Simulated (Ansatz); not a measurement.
Stepwise reaction of `F[SiH](F)[O][GeH3]` with hydrogen, as a gas-phase model of exchange steps in deposition or etching. ΔE in kJ/mol.

Gas-phase electronic energies from Ansatz, PBE0-D4/def2-TZVP geometries. CCSD(T)/CBS is the MP2 limit (def2-TZVPP, def2-QZVPP) plus CCSD(T) − MP2 in def2-TZVPP, frozen cores. This one scheme is used for every species. DFT in def2-TZVPP. B3LYP here is the variant with VWN-RPA as its local correlation; programs differ in this. For Ge outer-core shells are correlated without core-valence functions, which leaves a few kJ/mol of doubt a bond. Scalar relativity is left out up to krypton. Each species was taken in one conformer, which may not be the lowest.

```
step                                              reaction  PBE-D4  B3LYP-D4  ωB97M-V  CCSD(T)/CBS
   1  `F[SiH](F)[O][GeH3]` + H₂ → `F[SiH2][O][GeH3]` + H–F   139.3     148.3    148.8        145.3
```

Problem. Give the row of step 2, `F[SiH2][O][GeH3]` + H₂ → `[SiH3][O][GeH3]` + H–F. (Best estimate.)

Solution. Computed: 
| step | reaction | PBE-D4 | B3LYP-D4 | ωB97M-V | CCSD(T)/CBS |
| --- | --- | --- | --- | --- | --- |
| 2 | `F[SiH2][O][GeH3]` + H₂ → `[SiH3][O][GeH3]` + H–F | 131.6 | 140.3 | 141.0 | 137.7 |

Problem. By hand: ΔE of the 2 steps together at CCSD(T)/CBS.

Solution. (145.3) + (137.7) = 283.0 kJ/mol, or 141.5 kJ/mol a step.

In ΔE each step is lower than the one before. All are uphill at CCSD(T)/CBS. PBE-D4 differs from CCSD(T)/CBS by -6.1 to -6.0 kJ/mol a step. Isolated molecules leave out the surface, adducts and barriers. Largest T1 diagnostic: 0.012.
